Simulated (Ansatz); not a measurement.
Consider the ligand exchange at the Se–C bond: `C[Se]CF` + `[SiH3][SeH]` → `C[Se][Se][SiH3]` + fluoromethane.

Calculated with Ansatz (gas phase, PBE0-D4/def2-TZVP geometries, no zero-point term in ΔE). CBS: MP2 limit from def2 TZ/QZ plus the TZ coupled-cluster correction, frozen cores. This one scheme is used for every species. DFT in def2-TZVPP. For Se outer-core shells are correlated without core-valence functions, which leaves a few kJ/mol of doubt a bond. Scalar relativity is left out up to krypton. One conformer a species, not always the lowest.

(1) Is it downhill or uphill in electronic energy at CCSD(T)/CBS, and by how much? (An estimate is asked.)

(2) What do these levels give: BLYP-D4, r2SCAN0, LC-ωPBE, HF/def2-TZVPP, MP2/def2-TZVPP, CCSD/CBS(def2)? (An estimate is asked.)

Largest T1 diagnostic among the species: 0.010.

Results:

(1) Computed: Downhill: ΔE = -53.6 kJ/mol.

(2) The calculation gave: BLYP-D4 -58.9, r2SCAN0 -50.6, LC-ωPBE -43.1, HF/def2-TZVPP -51.7, MP2/def2-TZVPP -51.8, CCSD/CBS(def2) -52.5 kJ/mol.

Leaving LDA and LC-ωPBE aside and taking each functional with its dispersion term where it has one, the values, not all of them listed here, spread over 14.1 kJ/mol, from BHLYP-D4 to ωB97X-V. LDA lies +6.9 kJ/mol from PBE without D4. At CCSD(T), def2-SVP lies +5.9 kJ/mol from the extrapolated value and def2-TZVPP +6.0 kJ/mol. The D4 term adds −8.2 kJ/mol with B3LYP and −4.6 kJ/mol with PBE0; it sums over pairs of atoms, weighted by their polarisabilities, and B3LYP, whose exchange is more repulsive, gets the larger term.

B3LYP here is the variant with VWN-RPA as its local correlation; programs differ in this.
